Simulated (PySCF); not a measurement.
Molecule: silole, C4H6Si, SMILES C1=C[SiH2]C=C1. Atoms near the plane z = 1.0 Å, at the B3LYP/def2-SVP optimised geometry (x, y, z in Å): C1 (1.1, 0.0, 0.0), C2 (0.7, -1.3, 0.0), Si3 (-1.2, -1.3, 0.0), C4 (-1.3, 0.6, 0.0), C5 (0.0, 1.0, 0.0), H6 (2.1, 0.3, 0.0), H7 (1.4, -2.1, 0.0), H8 (-1.8, -1.9, 1.2), H10 (-2.1, 1.3, 0.0), H11 (0.3, 2.1, 0.0).

Method: B3LYP/def2-TZVP run with PySCF 2.14.0. The values are rescaled to run from 0 to 1.

```
|444444444444444444444444444|
|444444444444444444444444444|
|444444444444444444444444444|
|444444444444444444444444444|
|444444444444444444444444444|
|444445555444444444444444444|
|444455555544433334444444444|
|444555555554332333444444444|
|445555566654321223344444444|
|445555667764210112334444444|
|445555678875200001233444444|
|445556689986310001233444444|
|445556689997421000123444444|
|445555678987542101233444444|
|444555667887654332334444444|
|444445556788777654444444444|
|444444445678889876554444444|
|444443323467899987655544444|
|444443210246789987655544444|
|444443200245677876655554444|
|444443221245566666555544444|
|444443333344556665555544444|
|444444433444555555555444444|
|444444444444555555555444444|
|444444444444455555544444444|
|444444444444444444444444444|
|444444444444444444444444444|
```
Scale: ten equal steps from 0.000 (start of '0') to 1.00 (end of '9'), in the order '0123456789'; x runs from -4.50 to 4.50, y from -4.50 (bottom) to 4.50 (top).

### Question
Which quantity is mapped?
(A) an orbital amplitude
(B) deformation density (molecule minus spherical neutral atoms)
(C) electron localisation function
(D) Laplacian of the electron density

### Answer
A, an orbital amplitude. In full: LUMO amplitude (bohr^(-3/2)).
